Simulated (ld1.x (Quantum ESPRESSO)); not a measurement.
**Transferability test, TM potential for Mn**

```
Element                 : Mn (Z = 25)
Generator               : ld1.x (Quantum ESPRESSO) 7.5
Type                    : norm-conserving Troullier–Martins (Kleinman–Bylander form)
Functional              : revPBE
Relativity              : scalar-relativistic
Frozen core             : [Ne]
Valence charge          : 15
Reference configuration : 3s2 3p6 3d5 4s2 4p0
Partial waves           : 3s (bound): rc 1.35 bohr; 3p (bound): rc 0.95 bohr; 3d (bound): rc 1.30 bohr
Local potential         : the d channel
Core correction         : a·sin(br)/r model core, default radius (core density twice the valence density)
```

Occupied shells without a wave of their own: 4s. They enter only through the test configuration that unscreens the potential, and ld1.x also counts them in the model core charge.

Energies are relative to the spin-unpolarised reference configuration 3s2 3p6 3d5 4s2 4p0; without spin polarisation the order of configurations can differ from experiment. The frozen-core shift is the all-electron ΔE with the core orbitals held at their reference shape minus the fully relaxed ΔE.

ld1.x takes every shell without a wave as core, so the model core holds the 4s electrons as well and exchange and correlation see them twice. This cancels in the reference configuration, but the file is broken for other ones, and its errors say nothing about a proper core correction.

```tsv
valence configuration	charge	ΔE all-electron (eV)	error AE − PS (meV)	frozen-core shift (meV)
3s2 3p6 3d5 4s1 4p0	+1	8.330	-1077	+0.8
3s2 3p6 3d5 4s0 4p0	+2	23.771	-3181	+2.1
3s2 3p6 3d4 4s0 4p0	+3	56.184	-5011	-0.9
3s2 3p6 3d3 4s0 4p0	+4	106.853	-7036	-4.1
3s2 3p6 3d5 4s0 4p1	+1	13.035	-2272	+1.2
3s2 3p6 3d6 4s1 4p0	0	-0.366	-476	+2.7
3s2 3p6 3d5 4s0 4p2	0	7.867	-1926	+0.8
```

Levels in the configuration 3s2 3p6 3d5 4s0 4p2:

| level | all-electron (eV) | pseudo (eV) |
| --- | --- | --- |
| 3s | -89.006 | -90.307 |
| 3p | -57.674 | -58.802 |
| 3d | -9.646 | -10.611 |
| 4p | -2.698 | -2.814 |

These tests converged, but a pseudo level misses the all-electron one widely, so the file describes the atom poorly there or has found another state: 3s2 3p6 3d5 4s0 4p0: empty 4s by 2.7 eV; 3s2 3p6 3d4 4s0 4p0: empty 4s by 4.2 eV (a node warning on the way); 3s2 3p6 3d3 4s0 4p0: empty 4s by 7.1 eV. A variational frozen-core shift is positive and of second order in the change. This column holds negative values, so the frozen-core run of ld1.x carries numerical noise or an error of first order here, and the column gives no more than the rough size of the effect.

The potential misses its own reference levels by up to 0.7 eV.
